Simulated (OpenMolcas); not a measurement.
## Ru²⁺: effect of the IPEA shift

| Quantity | Value |
| --- | --- |
| Program | OpenMolcas 26.06 |
| Basis | ANO-RCC-VTZP [7s6p4d2f1g] |
| Scalar Hamiltonian | DKH2, point nucleus |
| Active space | 6 electrons in 6 orbitals (4d 5s) |
| State averaging | 2S+1 = 5 even, 30 roots; 2S+1 = 7 even, 1 root kept (CI in the orbitals of an earlier block); 2S+1 = 3 even, 127 roots kept (CI in the orbitals of an earlier block, 107 in the spin-orbit step); 2S+1 = 1 even, 102 roots kept (CI in the orbitals of an earlier block, 62 in the spin-orbit step) |
| Spin-orbit coupling | state interaction with AMFI integrals over the reference wave functions, term energies averaged over their components |

Methods on the same reference wave functions:
A. CASSCF
B. MS-CASPT2, IPEA 0 Eh, imaginary shift 0.1 Eh (closed shells correlated: 4s 4p)
C. MS-CASPT2, IPEA 0.25 Eh, imaginary shift 0.1 Eh (closed shells correlated: 4s 4p)

Energies in eV above 4d⁶ ⁵D₄, the measured ground level; measured values from Moore, Atomic Energy Levels, vol. III, NSRDS-NBS 35 (1971 reprint of NBS Circular 467, 1958).

| Level | A | B | C | Measured |
| --- | --- | --- | --- | --- |
| 4d⁶ ⁵D₄ | 0.0000 | 0.0000 | 0.0000 | 0.0000 |
| 4d⁶ ⁵D₃ | 0.1495 | 0.1532 | 0.1523 | 0.1437 |
| 4d⁶ ⁵D₂ | 0.2420 | 0.2404 | 0.2408 | 0.2264 |
| 4d⁶ ⁵D₁ | 0.3014 | 0.298 | 0.299 | 0.2810 |
| 4d⁶ ⁵D₀ | 0.3301 | 0.326 | 0.327 | 0.3070 |
| 4d⁶ ³H₆ | 2.3120 | 1.915 | 2.009 |  |
| 4d⁶ ³H₅ | 2.3585 | 1.936 | 2.031 |  |
| 4d⁵ 5s ⁷S₃ | 2.3807 | 2.962 | 3.094 | 3.3678 |
| 4d⁶ ³P₂(1) | 2.4150 | 1.804 | 1.924 |  |
| 4d⁶ ³F₃(1) | 2.6373 | 2.065 | 2.179 |  |
| 4d⁶ ³F₂(1) | 2.7092 | 2.128 | 2.245 |  |
| 4d⁶ ³P₁(1) | 2.8446 | 2.235 | 2.355 |  |
| 4d⁶ ³G₅ | 2.8695 | 2.334 | 2.429 |  |
| 4d⁶ ³P₀(1) | 2.9412 | 2.314 | 2.435 |  |
| 4d⁶ ³G₄ | 3.0108 | 2.452 | 2.548 |  |
| 4d⁶ ³G₃ | 3.0478 | 2.480 | 2.579 |  |
| 4d⁶ ¹I₆ | 3.5336 | 3.032 | 3.097 |  |
| 4d⁶ ³D₂ | 3.5422 | 2.722 | 2.842 |  |
| 4d⁶ ³D₁ | 3.5522 | 2.737 | 2.860 |  |
| 4d⁶ ³D₃ | 3.5813 | 2.760 | 2.882 |  |
| 4d⁶ ¹G₄(1) | 3.7117 | 3.138 | 3.204 |  |
| 4d⁶ ¹S₀ | 4.1665 | 3.355 | 3.489 |  |
| 4d⁵ 5s ⁵S₂ | 4.5026 | 4.492 | 4.703 | 5.0972 |
| 4d⁶ ¹D₂(1) | 4.5486 | 3.631 | 3.693 |  |

Deviations, from unrounded energies. A percentage is the sum of absolute deviations over the sum of measured energies, with the sign that they share, or ± where signs differ.

| Against measurement | Levels | A | B | C |
| --- | --- | --- | --- | --- |
| mean absolute deviation (cm-1) | 6 | 2200 | 1400 | 980 |
| fine structure of the ground term (%) | 4 | +6.8 | +6.3 | +6.4 |
| other configurations (%) | 2 | -18.7 | -11.9 | -7.9 |

C lies closest to measurement on these levels and A furthest from it. The largest miss of C in the table is 4d⁵ 5s ⁵S₂, by -3200 cm-1. The ranking rests on the paired levels alone, and a cruder setting can come out closer through cancelling errors.

Between B and C the level of the table that moves most is 4d⁵ 5s ⁵S₂, by 1700 cm-1 (lowest in B, highest in C). Moves below CASPT2's spread within the term are not significant.

The mean deviations of B to C differ by less than CASPT2's widest spread within a term (1900 cm-1), so their order carries little weight.

From A to B the spin-free energies of the other terms of 4d⁶ shown, above ⁵D, scale by factors of 0.75 to 0.85, as is usual when dynamic correlation screens the repulsion within a d or f shell.

The lowest spin-free term lies below A's lowest term by 0.443 hartree in B, 0.430 hartree in C.

Term energies are means over components that CASPT2 splits; among the terms shown or strongly mixed into the levels shown the widest spread is 1900 cm-1 (4d⁶ ¹I, C). Some high roots are left out of the spin-orbit mixing, which shifts the levels that they would mix with. Terms from blocks run as CI alone lack orbitals of their own. A single d shell beside an s shell can misplace configurations of different d count against each other. The CASPT2 spread within a term exceeds the gap to the next term for 4d⁵ 5s ⁷S and 4d⁶ ¹I, 4d⁶ ¹I and 4d⁶ ¹G(1), so the order of their levels is uncertain (figures for B; the like holds for C). Without dynamic correlation excited terms often stand tens of per cent too high (terms of higher spin than the ground term too low), and those without a measured partner can miss by more than the paired ones (holds for A). Blocks of more than 70 roots (2S+1 = 3 even) ran without multistate coupling (holds for B; C). Computed and measured levels are paired by configuration, term and J; levels that our copy of the source lacks, or whose pairing is in doubt (as where it misses far off the trend of its configuration), stay unpaired and out of the deviations. Only configurations of the active space appear. Levels that lie high or do not pair safely by name in every column are left out.

A number in round brackets counts repeated terms of one configuration in the order of the reference energies.
